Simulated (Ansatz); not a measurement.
C₁₀H₂₄GeO₃⁺, that is GeMe(OiPr)3 with one electron fewer. Charge 1, multiplicity 2. Geometry r2SCAN-D4/def2-SVP, that of the neutral singlet; atoms count from 1.

| atom | x (Å) | y (Å) | z (Å) |
| --- | --- | --- | --- |
| Ge1 | -0.072 | -1.003 | -0.485 |
| C2 | -0.393 | -2.310 | -1.865 |
| H3 | 0.319 | -2.183 | -2.693 |
| H4 | -1.420 | -2.216 | -2.247 |
| H5 | -0.267 | -3.313 | -1.433 |
| O6 | -1.408 | -1.152 | 0.668 |
| C7 | -1.329 | -0.572 | 1.977 |
| C8 | -2.249 | -1.378 | 2.876 |
| C9 | -1.704 | 0.903 | 1.924 |
| H10 | -0.288 | -0.666 | 2.348 |
| H11 | -3.284 | -1.321 | 2.503 |
| H12 | -2.226 | -0.994 | 3.909 |
| H13 | -1.945 | -2.435 | 2.887 |
| H14 | -1.031 | 1.451 | 1.246 |
| H15 | -2.734 | 1.018 | 1.550 |
| H16 | -1.641 | 1.361 | 2.924 |
| O17 | 0.096 | 0.659 | -1.122 |
| C18 | -0.684 | 1.106 | -2.232 |
| C19 | -0.028 | 2.372 | -2.754 |
| C20 | -2.136 | 1.328 | -1.825 |
| H21 | -0.656 | 0.339 | -3.036 |
| H22 | -0.033 | 3.145 | -1.970 |
| H23 | -0.562 | 2.761 | -3.635 |
| H24 | 1.018 | 2.174 | -3.034 |
| H25 | -2.577 | 0.409 | -1.404 |
| H26 | -2.196 | 2.110 | -1.051 |
| H27 | -2.744 | 1.641 | -2.688 |
| O28 | 1.420 | -1.258 | 0.430 |
| C29 | 2.568 | -0.407 | 0.324 |
| C30 | 3.776 | -1.253 | 0.688 |
| C31 | 2.407 | 0.808 | 1.227 |
| H32 | 2.671 | -0.051 | -0.721 |
| H33 | 3.674 | -1.627 | 1.719 |
| H34 | 4.706 | -0.666 | 0.616 |
| H35 | 3.855 | -2.121 | 0.016 |
| H36 | 1.534 | 1.400 | 0.913 |
| H37 | 2.267 | 0.486 | 2.272 |
| H38 | 3.297 | 1.456 | 1.178 |

Single mean-field runs in def2-TZVP are fitted with def2-universal-jkfit.

(1) Estimate the Mulliken populations of the heavy atoms from the PBE0/def2-TZVP orbitals of Ansatz.

(2) Where does the spin sit?

(3) And the Mayer bond orders between heavy atoms (over 0.3)?

## Answers

(1) 
```json
{"atom": "Ge1", "charge (e)": "0.60", "spin (α − β)": "-0.05"}
{"atom": "C2", "charge (e)": "-0.40", "spin (α − β)": "0.02"}
{"atom": "O6", "charge (e)": "-0.25", "spin (α − β)": "0.29"}
{"atom": "C7", "charge (e)": "0.04", "spin (α − β)": "0.01"}
{"atom": "C8", "charge (e)": "-0.34", "spin (α − β)": "0.04"}
{"atom": "C9", "charge (e)": "-0.36", "spin (α − β)": "0.06"}
{"atom": "O17", "charge (e)": "-0.25", "spin (α − β)": "0.26"}
{"atom": "C18", "charge (e)": "0.02", "spin (α − β)": "0.00"}
{"atom": "C19", "charge (e)": "-0.34", "spin (α − β)": "0.01"}
{"atom": "C20", "charge (e)": "-0.36", "spin (α − β)": "0.05"}
{"atom": "O28", "charge (e)": "-0.30", "spin (α − β)": "0.18"}
{"atom": "C29", "charge (e)": "0.07", "spin (α − β)": "0.01"}
{"atom": "C30", "charge (e)": "-0.34", "spin (α − β)": "0.00"}
{"atom": "C31", "charge (e)": "-0.38", "spin (α − β)": "0.05"}
```
Mulliken values depend strongly on the basis.

(2) Summed by element: Ge -0.05, C 0.25, H 0.06, O 0.73, of 1 unpaired in all. Largest on single atoms: O6 0.29, O17 0.26, O28 0.18.

(3) Ge1–C2 1.01 (1.93 Å); Ge1–O6 0.97 (1.77 Å); Ge1–O17 0.92 (1.79 Å); Ge1–O28 1.00 (1.77 Å); O6–C7 0.92 (1.43 Å); C7–C8 0.98 (1.52 Å); C7–C9 0.96 (1.52 Å); O17–C18 0.92 (1.43 Å); C18–C19 1.01 (1.52 Å); C18–C20 0.97 (1.52 Å); O28–C29 0.92 (1.43 Å); C29–C30 1.02 (1.52 Å); C29–C31 0.96 (1.52 Å).
